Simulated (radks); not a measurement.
Q: All-electron atom: Pr2+ in [Xe] 4f3. Method: scalar-relativistic Kohn-Sham, PBE, spin-polarised, spherical densities, point nucleus; open shells are filled with parallel spins first (spin-orbit coupling, left out, can overturn this in heavy ions); computed with a radial shooting solver on a logarithmic mesh with Libxc functionals. Some entries of the table are withheld. Estimate them.

orbital  occ.  eigenvalue (eV)  <1/r> (bohr^-1)
1s down     1        -41830.00            64.70
1s up       1        -41830.00            64.70
2s up       1        -6739.709            14.93
2s down     1        -6739.706            14.93
2p up       3        -6031.512            14.11
2p down     3        -6031.511            14.11
3s up       1        -1463.940            5.431
3s down     1        -1463.215            5.433
3p up       3        -1239.668            5.136
3p down     3        -1238.946            5.139
3d up       5        -924.8810            4.873
3d down     5        -924.3222            4.876
4s up       1        -301.7712            2.266
4s down     1        -299.6948            2.266
4p up       3        -228.5487            2.087
4p down     3        -226.4453            2.088
4d up       5        -123.8688            1.819
4d down     5        -121.7317            1.820
5s up       1         -52.3345           0.8802
5s down     1         -50.9015           0.8715
5p up       3         -34.5859           0.7473
5p down     3         -33.4668           0.7372
4f up       3         -14.5341              (1)
5d up       0         -13.7300           0.4893
6s up       0              (2)              (3)
5d down     0         -13.1569           0.4787
6s down     0              (4)              (5)
4f down     0         -12.6789              (6)

A: 
(1) 4f up <1/r> (bohr^-1): 1.204
(2) 6s up eigenvalue (eV): -13.3325
(3) 6s up <1/r> (bohr^-1): 0.3423
(4) 6s down eigenvalue (eV): -12.9359
(5) 6s down <1/r> (bohr^-1): 0.3407
(6) 4f down <1/r> (bohr^-1): 1.176
